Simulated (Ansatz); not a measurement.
Geometry optimisation, RHF/def2-SVP in Ansatz 0.2.0.

Input file:

```yaml
crystal:
  periodic: [false, false, false]
  atoms:
    - { symbol: B, position_ang: [0.020471, -0.188358, 0.263637] }
    - { symbol: "N", position_ang: [0.01633, -0.197279, 1.738157] }
    - { symbol: H, position_ang: [-0.781864, -0.558295, 2.220632] }
    - { symbol: H, position_ang: [0.879613, -0.345834, 2.220964] }
    - { symbol: F, position_ang: [1.147745, -0.076586, -0.390468] }
    - { symbol: F, position_ang: [-1.097077, -0.353969, -0.395782] }
    - { symbol: F, position_ang: [-0.28149, 2.310443, 0.479201] }
    - { symbol: H, position_ang: [-0.249226, 2.008278, 1.337359] }
basis:
  gaussian: { orbitals: def2-SVP }
hamiltonian:
  xc: hf
relax:
  f_tol: 0.03
  max_steps: 50
output:
  orbitals: {}
```

Command:

```bash
$ ansatz run input.yaml --threads 2 --pin off --max-ram 3072MiB --backend cpu --events-out ev --progress --plain --runs-dir out
```

**Question.** Where does it end, and by what steps?

**Answer.** The forces met the threshold. The force dipped under the threshold on the way, but the program's further checks kept it going. After 10 steps the energy has fallen by 0.159 eV; F7 moved furthest, 0.70 Å.

```json
{"step": "0", "energy less start (eV)": "0.0000", "largest force component (eV/Å)": "2.220", "accepted": "yes"}
{"step": "1", "energy less start (eV)": "-0.0450", "largest force component (eV/Å)": "1.948", "accepted": "yes"}
{"step": "2", "energy less start (eV)": "-0.1200", "largest force component (eV/Å)": "0.817", "accepted": "yes"}
{"step": "3", "energy less start (eV)": "-0.1035", "largest force component (eV/Å)": "1.672", "accepted": "no"}
{"step": "4", "energy less start (eV)": "-0.1461", "largest force component (eV/Å)": "0.132", "accepted": "yes"}
{"step": "5", "energy less start (eV)": "-0.1534", "largest force component (eV/Å)": "0.076", "accepted": "yes"}
{"step": "6", "energy less start (eV)": "-0.1573", "largest force component (eV/Å)": "0.019", "accepted": "yes"}
{"step": "7", "energy less start (eV)": "-0.1502", "largest force component (eV/Å)": "0.974", "accepted": "no"}
{"step": "8", "energy less start (eV)": "-0.1579", "largest force component (eV/Å)": "0.265", "accepted": "yes"}
{"step": "9", "energy less start (eV)": "-0.1583", "largest force component (eV/Å)": "0.118", "accepted": "yes"}
{"step": "10", "energy less start (eV)": "-0.1591", "largest force component (eV/Å)": "0.028", "accepted": "yes"}
```

```xyz
8
Properties=species:S:1:pos:R:3
B 0.049 -0.411 0.201
N 0.007 -0.097 1.575
H -0.814 -0.307 2.108
H 0.851 -0.103 2.113
F 1.186 -0.412 -0.451
F -1.051 -0.686 -0.456
F -0.338 2.732 1.040
H -0.235 1.883 1.344
```

The run took 10 s on 2 threads of Arm Neoverse V1, with other jobs on the host, peak memory 0.15 GiB.
